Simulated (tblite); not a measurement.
Start geometry of `C(C)#C[Si](C#CC)(Cl)N=C` from a force field or distance geometry (Å):
```
atom  x, y, z in Å
C1    -1.5264   -2.6414    0.4006
N2    -0.3225   -2.3750    0.0852
Si3   -0.0220   -0.9555   -0.9146
Cl4   -0.1590   -1.6305   -2.9103
C5    -1.2552    0.3397   -0.6227
C6    -2.0644    1.2201   -0.4435
C7    -3.0440    2.2940   -0.2390
C8     1.6796   -0.3743   -0.5774
C9     2.8070   -0.0227   -0.3531
C10    4.1724    0.4233   -0.0904
H11   -2.3791   -2.0328    0.0701
H12   -1.6868   -3.5361    1.0344
H13   -3.8705    1.9510    0.4247
H14   -3.4294    2.5692   -1.2560
H15   -2.4979    3.1702    0.1872
H16    4.5485   -0.0504    0.8372
H17    4.8105    0.1357   -0.9762
H18    4.2304    1.5216    0.0674
```

Task: What comes out of this run: GFN2-xTB geometry optimisation, gas phase in tblite 0.8.0?

Result: 
```
atom  x, y, z in Å
C1    -1.262   -2.772    0.555
N2    -0.412   -2.393   -0.272
Si3   -0.115   -0.910   -1.112
Cl4   -0.209   -1.425   -3.077
C5    -1.287    0.488   -0.805
C6    -2.092    1.358   -0.586
C7    -3.044    2.415   -0.334
C8     1.594   -0.416   -0.633
C9     2.714   -0.075   -0.349
C10    4.057    0.327    0.000
H11   -2.071   -2.149    0.950
H12   -1.222   -3.793    0.927
H13   -3.825    2.062    0.340
H14   -3.501    2.733   -1.271
H15   -2.541    3.267    0.122
H16    4.371   -0.181    0.912
H17    4.743    0.066   -0.805
H18    4.092    1.404    0.162
```

The energy falls by 32.8 kJ/mol over 96 L-BFGS steps, the largest force on an atom goes from 1.53 to 0.007 eV/Å, and the atoms move by 0.327 Å rms after alignment. The bond that changes most is Si3–Cl4 (chlorine-bound silicon to silicon-bound chlorine), which shortens by 0.078 Å. Bonds longer at the end by more than 0.005 Å: 2 of 17; shorter: 12. Among the angles that change most is C1–N2–Si3, from 118.1° to 134.4°. Among the dihedrals that turn most is C1–N2–Si3–Cl4, from -89° to -122°. Rotational constants go from 916.1, 602.8, 489.6 to 882.4, 599.5, 500.8 MHz. The orientation of the end geometry is arbitrary; only internal coordinates are fixed.

The run took 1.0 s on an Arm Neoverse V1 with one thread, no GPU, shared host.

GFN2-xTB frequencies show an imaginary mode (21i cm⁻¹), so the point is no minimum at that level.

All values are computed, not measured.
